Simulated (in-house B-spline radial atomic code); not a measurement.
Configurations of P3+, with energies counted from [Ne] 3s2. All numbers are computed (non-relativistic M06-2X, spin-polarised, spherical fractional occupations, exact exchange averaged over the configuration; point nucleus) with a radial B-spline atomic code at the basis-set limit, not measured. Shells without spins written out take the highest spin.

Occupations are held fixed; configurations that lie above the ionisation limit could autoionise.

```csv
configuration,E - E(ref) (eV),highest orbital,its <r> (bohr)
[Ne] 3s1 4d1,35.114,4d up,4.546
[He] 2s2 2p5 3s2 3p1,134.46,3p up,1.683
[He] 2s2 2p5 3s2 3d1,150.1,3d up,1.914
[He] 2s2 2p5 3s2 4s1,156.32,4s up,3.381
[He] 2s2 2p5 3s2 4p1,159.62,4p up,3.706
```

Task: Order these further configurations by energy, lowest first.
A. [Ne] 3s1 4p1
B. [He] 2s2 2p5 3s2 4f1
C. [He] 2s1 2p6 3s2 4f1
D. [Ne] 3s1 3p1
E. [He] 2s1 2p6 3s2 4d1

Result: D (8.3086 eV), A (30.988 eV), B (165.88 eV), E (215.81 eV), C (217.76 eV).

Task: How far above the reference does [He] 2s1 2p6 3s2 3d1 lie?

Result: 201.96 eV; its least bound orbital is 3d up with <r> = 1.913 bohr.
